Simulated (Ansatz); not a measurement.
Two isomers of CH5BO3: A = `OCB(O)O`, B = `OBOCO`.

Isolated molecules relaxed with PBE0-D4/def2-TZVP in Ansatz; ΔE leaves out vibrations. CCSD(T)/CBS adds triple-zeta CCSD(T) − MP2 to the extrapolated MP2 energy (def2 sets, frozen cores). Functionals use def2-TZVPP. B3LYP here is the variant with VWN-RPA as its local correlation; programs differ in this. Each species was taken in one conformer, which may not be the lowest.

(1) Which is lower in electronic energy at CCSD(T)/CBS, and by how much? (Estimate.)

(2) Give E(B) − E(A) in kJ/mol with B3LYP, MP2/def2-TZVPP, CCSD(T)/def2-TZVPP, ωB97M-V, PBE-D4, r2SCAN-D4, B2PLYP. (An estimate is asked.)

Largest T1 diagnostic: 0.013.

## Answers

(1) The calculation gave: A, by 63.9 kJ/mol.

(2) Computed: B3LYP 56.8, MP2/def2-TZVPP 63.0, CCSD(T)/def2-TZVPP 60.2, ωB97M-V 62.1, PBE-D4 60.2, r2SCAN-D4 61.1, B2PLYP 58.4. None reverses the order clearly.

In def2-TZVPP, CCSD(T) changes the Hartree–Fock value by +9.6 kJ/mol (the triples alone add −0.5 kJ/mol) and MP2 by +12.5 kJ/mol.
